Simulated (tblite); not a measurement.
Run record: tight-binding relaxation, `CC(=O)P(C)C(F)(F)F`.

Computed with GFN2-xTB geometry optimisation, gas phase (tblite 0.8.0). Start geometry: from a force field or distance geometry. The input is one job of a driver script: a line of settings, then coordinates in Å.

Command:
```bash
OMP_NUM_THREADS=1 python probes_run.py task.json out
```

Input:
```
{"job": {"kind": "relax", "xc": "GFN2-xTB", "basis": "xTB"}, "charge": 0, "multiplicity": 1}
C      2.167500     0.371000    -0.158100
C      1.067500    -0.523200     0.337700
O      1.123300    -1.750600     0.249000
P     -0.402700     0.164100     1.166300
C     -1.591900    -1.217200     0.978900
C     -0.945900     1.246700    -0.084200
F     -0.926300     0.582000    -1.236300
F     -0.071800     2.268300    -0.069200
F     -2.163200     1.626700     0.271800
H      3.078600    -0.202400    -0.263500
H      1.874600     0.783900    -1.131300
H      2.343700     1.180100     0.554800
H     -2.598900    -0.896600     1.282700
H     -1.644200    -1.569200    -0.065400
H     -1.314500    -2.055500     1.605400
```

Output:
```
step      E/eV     max force
  0    -880.79352    4.793
  1    -881.13267    2.631
  2    -881.34589    1.373
  3    -881.41123    0.673
  4    -881.45183    0.503
  5    -881.46394    0.289
  6    -881.47307    0.252
  7    -881.48165    0.294
  8    -881.48899    0.287
  9    -881.49312    0.175
... (22 lines left out)
 32    -881.50679    0.021
 33    -881.50685    0.019
 34    -881.50692    0.026
 35    -881.50699    0.024
 36    -881.50703    0.021
 37    -881.50707    0.016
 38    -881.50709    0.011
 39    -881.50711    0.010
 40    -881.50713    0.012
 41    -881.50714    0.009
```

«max force» is the largest atomic force in eV/Å.

From which step on does the largest force stay under 0.1 eV/Å, and how much energy is left to gain from there?

From step 17 (0.087 eV/Å), 1.5 meV above the end.

In short: energy lowered by 16.5 kcal/mol over 41 steps; largest atomic force 0.009 eV/Å at the end.

Give the final coordinates.

0.099 Å rms from the input after alignment:
```
atom  x, y, z in Å
C1     2.1308    0.3382   -0.1309
C2     1.1020   -0.6389    0.3380
O3     1.1533   -1.8288    0.2012
P4    -0.3338    0.0983    1.3144
C5    -1.5768   -1.2172    0.9989
C6    -0.9127    1.2534   -0.0692
F7    -0.9105    0.6880   -1.2904
F8    -0.1600    2.3573   -0.1624
F9    -2.1695    1.6512    0.1631
H10    3.0807   -0.1649   -0.2992
H11    1.7996    0.7717   -1.0754
H12    2.2418    1.1466    0.5900
H13   -2.5605   -0.8590    1.3011
H14   -1.5817   -1.5111   -0.0509
H15   -1.3070   -2.0768    1.6104
```
Labels such as C1 count atoms from 1, the log's own numbers from 0.
